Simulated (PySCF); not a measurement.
Ligand exchange on a metal centre used in film growth or etching (Zr F-NH2). All species are isolated molecules in the gas phase. One relaxed conformer stands for each flexible species; it need not be the lowest.

Calculation: B3LYP-D3(BJ)/def2-TZVP // BP86-D3(BJ)/def2-SVP in PySCF. B3LYP has the VWN-RPA correlation part, as in Gaussian. 

```csv
species,HOMO (eV),coordination number,LUMO (eV)
1 of 4 F replaced by NH2 ([Zr(F)3(NH2)]),…,4,-1.49
2 of 4 F replaced by NH2 ([Zr(F)2(NH2)2]),-6.96,4,-1.09
3 of 4 F replaced by NH2 ([Zr(F)(NH2)3]),…,…,-0.47
4 of 4 F replaced by NH2 ([Zr(NH2)4]),-6.47,4,-0.33
```

Complete the blanks.


- 1 of 4 F replaced by NH2 ([Zr(F)3(NH2)]), HOMO (eV): -7.95
- 3 of 4 F replaced by NH2 ([Zr(F)(NH2)3]), HOMO (eV): -6.82
- 3 of 4 F replaced by NH2 ([Zr(F)(NH2)3]), coordination number: 4
